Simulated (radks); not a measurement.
Charge is removed step by step from the 3p (averaged over the sub-levels emptied) level of the lanthanum ion La6+, starting from [Kr] 4d10 5s2 5p3. All-electron calculation, Dirac Kohn-Sham, BLYP, spin-unpolarised, spherical densities, finite nucleus; open shells are shared between the two j in proportion to 2j + 1; Fermi nuclear charge, rms radius 4.855 fm. Program: a radial shooting solver on a logarithmic mesh with Libxc functionals.

| removed (e) | E - E(0) (eV) | eigenvalue (eV) | E minus straight line (eV) |
|---|---|---|---|
| 0 | 0.000 | -1186.6 | 0.000 |
| 0.1 | 118.94 | -1192.2 | -2.545 |
| 0.2 | 238.43 | -1197.8 | -4.529 |
| 0.3 | 358.50 | -1203.4 | -5.950 |
| 0.4 | 479.12 | -1209.1 | -6.806 |
| 0.5 | 600.31 | -1214.8 | -7.096 |
| 0.6 | 722.07 | -1220.4 | -6.818 |
| 0.7 | 844.40 | -1226.1 | -5.972 |
| 0.8 | 967.30 | -1231.9 | -4.554 |
| 0.9 | 1090.8 | -1237.6 | -2.564 |
| 1 | 1214.8 | -1243.3 | 0.000 |

Removing the whole electron costs 1214.8 eV by Delta-SCF, against 1186.6 eV from minus the eigenvalue at the starting occupation. Slater's transition state (half an electron removed) gives 1214.8 eV. Integrating minus the eigenvalue over the occupation (Janak's theorem) gives 1214.8 eV. The mean slope of the eigenvalue, de/dn, is 56.8 eV per electron.
